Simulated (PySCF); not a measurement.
Si(H)(OH)(SeH)2 (H₄OSe₂Si), SMILES [SiH](O)([SeH])[SeH]. Geometry: r2SCAN-D4/def2-SVP. The structure was generated by enumeration, and PubChem lists no compound with its InChIKey, so it may never have been made. The values are those of a single conformer.

Computed equilibrium geometry at r2SCAN-D4/def2-SVP (PySCF confirms it by a frequency run) as bond lengths and angles (one conformer of several):
Atoms: Si1 O2 Se3 Se4 H5 H6 H7 H8. Bond lengths (Å): Si1–O2 1.660, Si1–Se3 2.287, Si1–Se4 2.289, Si1–H5 1.483, O2–H6 0.966, Se3–H7 1.474, Se4–H8 1.471. Bond angles (°): O2–Si1–Se3 115.2, O2–Si1–Se4 107.8, O2–Si1–H5 104.2, Se3–Si1–Se4 105.4, Se3–Si1–H5 110.0, Se4–Si1–H5 114.6, Si1–O2–H6 116.3, Si1–Se3–H7 92.8, Si1–Se4–H8 93.1.
